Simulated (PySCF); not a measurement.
A PySCF script (with the pyscf-properties extension) for the NMR shieldings of SMILES C#C[Si@H](S)C(F)(F)F, C3H3F3SSi, on a GFN2-xTB geometry:

```python
import basis_set_exchange as bse
import numpy as np
from pyscf import gto, dft
from pyscf.prop import nmr

atoms = """
C     2.664645   -0.628523    0.282289
C     1.610106   -0.252534   -0.159500
Si    0.000146    0.378325   -0.794947
S    -0.323794    2.444654   -0.339743
C    -1.314814   -0.642001    0.223425
F    -1.073707   -1.964211    0.194355
F    -2.568806   -0.477003   -0.241517
F    -1.353878   -0.293306    1.528185
H     3.582936   -0.969443    0.667247
H    -0.265350    0.138464   -2.201517
H    -0.952061    2.268248    0.815761
"""
names = dict.fromkeys(["C", "Si", "S", "F", "H"], "pcSseg-1")
basis = {el: gto.basis.parse(bse.get_basis(n, elements=[el], fmt="nwchem")) for el, n in names.items()}
mol = gto.M(atom=atoms, basis=basis, charge=0, verbose=0)
mf = dft.RKS(mol, xc="PBE0")
mf.grids.level = 2
mf.grids.alignment = dft.numint.BLKSIZE   # the property module wants whole blocks of grid points
mf.conv_tol = 1e-9
mf.kernel()

calc = nmr.RKS(mf)   # GIAO
C = mf.mo_coeff
Co = C[:, mf.mo_occ > 0]
resp = mf.gen_response(singlet=True, hermi=2)
def vind(x):   # induced exchange potential for any number of trial vectors
    d = np.einsum("pi,xij,qj->xpq", C, 2 * x.reshape(-1, C.shape[1], Co.shape[1]), Co, optimize=True)
    return np.einsum("xpq,pi,qj->xij", resp(d - d.transpose(0, 2, 1)), C, Co, optimize=True).ravel()
mo1, _ = nmr.rhf.solve_mo1(calc, with_cphf=vind)
sigma = calc.kernel(mo1)
for i, s in enumerate(sigma):   # ppm
    print("%2d %-2s %9.2f" % (i, mol.atom_pure_symbol(i), np.trace(s) / 3))
```

Q: Give the expected output.

A: 
```
 0 C      78.88
 1 C     102.31
 2 Si    391.06
 3 S     754.36
 4 C      49.29
 5 F     244.95
 6 F     245.78
 7 F     250.97
 8 H      29.44
 9 H      26.68
10 H      30.38
```

These numbers come from an equivalent density-fitted implementation of the same equations, which agrees with the script to about 0.01 ppm for H and up to a few tenths of a ppm for heavy atoms, so last digits may differ.

Q: Turn these shieldings into chemical shifts. Shifts are taken against calculated references (same method and geometry level): TMS for ¹³C (σ = 186.93 ppm), ²⁹Si (σ = 349.16 ppm), ¹H (σ = 31.72 ppm); ³³S (σ = 503.73 ppm) against CS2; ¹⁹F (σ = 170.95 ppm) vs CFCl3.

A: Averaging equivalent atoms: C 4: 137.6; C 0: 108.0; C 1: 84.6; Si 2: -41.9; S 3: -251; F 5/6/7: -76.3; H 9: 5.04; H 8: 2.28; H 10: 1.33 ppm. Unscaled 19F shifts against computed CFCl3 carry errors that often reach 10 to 50 ppm.

Size and cost of the density-fitted run: 165 basis functions, 49 s wall time on 1 thread of an Arm Neoverse N1, shared host; peak memory 0.74 GiB.
